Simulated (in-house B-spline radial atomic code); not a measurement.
Values are calculated unless marked as measured or tabulated.
Extrapolating the RPA correlation energy in partial waves: O+

All-electron RPA on r2SCAN orbitals from a B-spline radial code for spherical atoms, non-relativistic, point nucleus, configuration [He] 2s2 2p3, highest spin. With empty states up to angular momentum L the sums are:

```json
{"L": "3", "E_c(L) (hartree)": "-0.315543"}
{"L": "4", "E_c(L) (hartree)": "-0.327482"}
{"L": "5", "E_c(L) (hartree)": "-0.332292"}
{"L": "6", "E_c(L) (hartree)": "-0.334586"}
{"L": "7", "E_c(L) (hartree)": "-0.335812"}
{"L": "8", "E_c(L) (hartree)": "-0.336522"}
```

For large l each further wave adds A/(l + 1/2)⁴, because the basis must build the cusp where two electrons meet.

Problem. Estimate the limit from L = 7 and L = 8.

Solution. Wave 8 adds -0.000710, against a sum of (l + 1/2)⁻⁴ of 1.91569e-04, so A = -3.7062. The sum over l > 8 is ζ(4, 9.5) = 4.5445e-04, close to 1/(3 × 9³) = 4.5725e-04. The tail is -0.001684 and the limit -0.33821 hartree.

Problem. How good is the estimate?

Solution. A run to L = 11 sums to -0.33743 and extrapolates to -0.33806 hartree, 0.03 millihartree from the run before. The estimate differs from that by -0.15 millihartree, while the bare sum at L = 8 misses 1.5 millihartree (0.5 %).
